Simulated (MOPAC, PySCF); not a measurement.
C3HN, SMILES `[C-]#[N+]C#C`, neutral singlet in the gas phase. 

Cartesian coordinates (Å):
```xyz
5

C      2.2796     0.1636     1.0373
N      1.1698     0.0839     0.6549
C     -0.0615    -0.0044     0.2305
C     -1.1930    -0.0856    -0.1594
H     -2.1949    -0.1575    -0.5047
```
Charge 0, spin multiplicity 1.

All levels are single points at this geometry (B3LYP-D3(BJ)/def2-TZVP); Pople sets use spherical d functions. Orbital energies aren't observables, and empty levels follow the basis.

B3LYP/6-311+G** in PySCF gives dipole (D) = 2.98.

Problem. Estimate the dipole (D) from each of these levels: PBE-D3(BJ)/def2-TZVP in PySCF; ωB97X-D3(BJ)/def2-TZVP in PySCF; B3LYP/3-21G in PySCF; B3LYP/6-31G* in PySCF; PBE/6-31G* in PySCF; HF/3-21G in PySCF; HF/6-31G* in PySCF; HF/STO-3G in PySCF; AM1 in MOPAC; PM3 in MOPAC; PM6 in MOPAC; PM7 in MOPAC.

Solution. 
```tsv
level	dipole (D)
PBE-D3(BJ)/def2-TZVP in PySCF	3.11
ωB97X-D3(BJ)/def2-TZVP in PySCF	2.79
B3LYP/3-21G in PySCF	2.80
B3LYP/6-31G* in PySCF	2.86
PBE/6-31G* in PySCF	3.00
HF/3-21G in PySCF	2.27
HF/6-31G* in PySCF	2.37
HF/STO-3G in PySCF	2.12
AM1 in MOPAC	2.11
PM3 in MOPAC	3.45
PM6 in MOPAC	1.69
PM7 in MOPAC	1.19
```
